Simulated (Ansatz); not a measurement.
Consider the formal exchange of groups at a C–Al bond: `[CH3][Al]1[CH2]C[SiH2]1` + `B[CH2][GaH2]` → `CB[CH2][GaH2]` + `[CH2]1C[SiH2][AlH]1`.

Computed with Ansatz on PBE0-D4/def2-TZVP structures; ΔE is electronic, products minus reactants. CBS: MP2 limit from def2 TZ/QZ plus the TZ coupled-cluster correction, frozen cores. Functionals use def2-TZVPP. B3LYP here is the variant with VWN-RPA as its local correlation; programs differ in this. For Ga outer-core shells are correlated without core-valence functions, which leaves a few kJ/mol of doubt a bond. Scalar relativity is left out up to krypton. Each species was taken in one conformer, which may not be the lowest.

```tsv
level	ΔE (kcal/mol)	difference from CCSD(T)/CBS
PBE-D4	-0.7	-0.3
r2SCAN-D4	-0.4	0.0
PBE0-D4	-0.9	-0.5
B3LYP-D4	-0.7	-0.3
ωB97X-V	-0.8	-0.4
ωB97M-V	-0.3	0.1
B2PLYP	0.0	0.4
PBE	-0.3	0.1
r2SCAN	-0.3	0.1
PBE0	-0.5	-0.1
B3LYP	0.0	0.4
HF/def2-TZVPP	-1.1	-0.7
MP2/def2-TZVPP	0.0	0.4
SCS-MP2/def2-TZVPP	-0.2	0.2
CCSD/def2-TZVPP	-0.6	-0.2
CCSD(T)/def2-TZVPP	-0.3	0.1
HF/def2-QZVPP	-1.1	-0.7
MP2/def2-QZVPP	0.0	0.4
SCS-MP2/def2-QZVPP	-0.2	0.2
HF/CBS(def2)	-1.1	-0.7
MP2/CBS(def2)	0.0	0.4
CCSD/CBS(def2)	-0.6	-0.2
CCSD(T)/CBS	-0.4	0
```

Largest T1 diagnostic among the species: 0.012.

In def2-TZVPP, CCSD(T) changes the Hartree–Fock value by +0.8 kcal/mol (the triples alone add +0.2 kcal/mol) and MP2 by +1.1 kcal/mol.
